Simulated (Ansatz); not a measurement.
Relaxation of CH₇BFN (11 atoms, charge 0, multiplicity 1), to a largest force component of 0.03 eV/Å in at most 50 steps.

Level of theory: RKS PBE/6-31G* (Ansatz).

```xyz
11
Properties=species:S:1:pos:R:3:forces:R:3
B 0.163 -0.594 -0.068 0.13 0.38 -0.21
H -0.414 -0.413 0.969 -0.15 -0.36 0.21
F 1.411 -1.067 -0.018 0.01 -0.01 0.02
H -0.364 -0.487 -1.151 0.01 0.01 0.04
N 0.201 2.053 0.623 -0.41 -0.78 0.12
H 0.932 2.403 1.248 0.04 0.05 0.03
C -0.540 3.148 -0.007 0.00 0.04 0.01
H -1.303 2.732 -0.686 0.03 -0.03 0.03
H -1.053 3.837 0.699 0.00 0.00 0.00
H 0.152 3.749 -0.622 -0.01 -0.02 0.01
H -0.421 1.446 1.198 0.33 0.71 -0.26
```

Q: Where does it end, and by what steps?

A: The run converged. After 18 steps the energy has fallen by 1.044 eV; F3 moved furthest, 1.61 Å. Joined: B1–N5.

```csv
step,energy less start (eV),largest force component (eV/Å),accepted
0,0.0000,0.782,yes
1,-0.0476,0.838,yes
2,-0.1910,0.625,yes
3,-0.3518,0.700,yes
4,-0.5390,0.902,yes
5,-0.7745,1.001,yes
6,-0.8960,0.615,yes
7,-0.9208,0.560,yes
8,-0.9105,0.888,no
9,-0.9526,0.117,yes
10,-0.9662,0.100,yes
11,-0.9756,0.269,yes
12,-0.9894,0.333,yes
13,-1.0065,0.637,yes
14,-1.0237,0.402,yes
15,-1.0405,0.116,yes
16,-1.0426,0.096,yes
17,-1.0432,0.055,yes
18,-1.0435,0.010,yes
```

```xyz
11
Properties=species:S:1:pos:R:3
B 0.100 0.171 0.032
H 0.185 -0.629 0.959
F 1.305 0.407 -0.655
H -0.886 0.038 -0.687
N -0.192 1.620 0.820
H 0.585 1.778 1.477
C -0.305 2.779 -0.105
H -1.172 2.604 -0.758
H -0.418 3.733 0.435
H 0.604 2.787 -0.721
H -1.043 1.519 1.389
```

Whether the end is a true minimum wasn't checked by a vibrational analysis.

Time of the run: 27 s on 1 thread of INTEL(R) XEON(R) PLATINUM 8581C CPU @ 2.30GHz (Emerald Rapids), with other jobs on the host, peak memory 0.17 GiB.
